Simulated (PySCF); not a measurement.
Two structures of BH$_{3}$SF$_{2}$, closed shell, reached by relaxing down either side of one saddle point (PBE0-D4/def2-TZVP). Energies are electronic, without zero-point energy. Computed with PySCF 2.14 with density fitting (its default auxiliary sets; JK sets also for MP2 and CCSD(T)) (basis: def2-TZVPP and def2-QZVPP); correlated methods freeze the cores. Extrapolation: Hartree–Fock as exp(−7.88 √X), correlation as X^−2.97. First:

```csv
atom,x (Å),y (Å),z (Å)
B1,-0.5305,0.2905,-0.7095
S2,1.1675,0.7003,-1.1492
F3,-1.1035,-0.7559,-1.2684
F4,-1.2325,1.0037,0.1496
H5,0.6264,-1.3880,1.5714
H6,-0.0505,-1.5531,1.8402
H7,1.2291,1.7717,-0.3428
```

Second:

```
7
angstrom
B -1.3044 -0.2354 0.0129
S 1.6134 0.0732 -0.5211
F -1.5665 -0.8738 -1.1096
F -1.4963 1.0714 0.0367
H 2.0420 -0.4712 0.6281
H -1.0574 -0.8324 1.0139
H 1.5922 1.3077 0.0053
```

(1) Which bonds change from the first to the second?

(2) Give the saddle point's structure and its height above each. (To be estimated.)

No T1 diagnostic of these runs exceeds 0.013. The end structure is not quite a true minimum (one mode of 37i cm⁻¹).

Results:

(1) BHSF₂ ([F][B]([F])[SH]) + H₂ → BHF₂ ([F][BH][F]) + H₂S; bonds formed: B1–H6, S2–H5; bonds broken: B1–S2, H5–H6.

(2) The calculation gives: 173.7 kJ/mol above the first and 144.6 kJ/mol above the second (CCSD(T) at an estimated basis limit (MP2 extrapolated from triple and quadruple zeta, plus CCSD(T) − MP2 in triple zeta)).
| atom | x (Å) | y (Å) | z (Å) |
| --- | --- | --- | --- |
| B1 | -0.6031 | -0.2149 | -0.0323 |
| S2 | 1.1845 | 0.3553 | -0.8858 |
| F3 | -1.1895 | -1.1261 | -0.8188 |
| F4 | -1.2931 | 0.8461 | 0.4065 |
| H5 | 0.7320 | -0.4877 | 0.4501 |
| H6 | -0.0863 | -0.8504 | 1.0313 |
| H7 | 1.2555 | 1.4779 | -0.1508 |

Labels in which every atom is bracketed show which atoms are joined, not bond orders.

For scale, one of the runs: CCSD(T)/def2-TZVPP, 177 basis functions, launched by `OMP_NUM_THREADS=4 python run.py`. The run took 100 s on 4 CPU threads of an Intel Xeon 6975P-C (shared host), with 2 GiB of host memory at its peak.
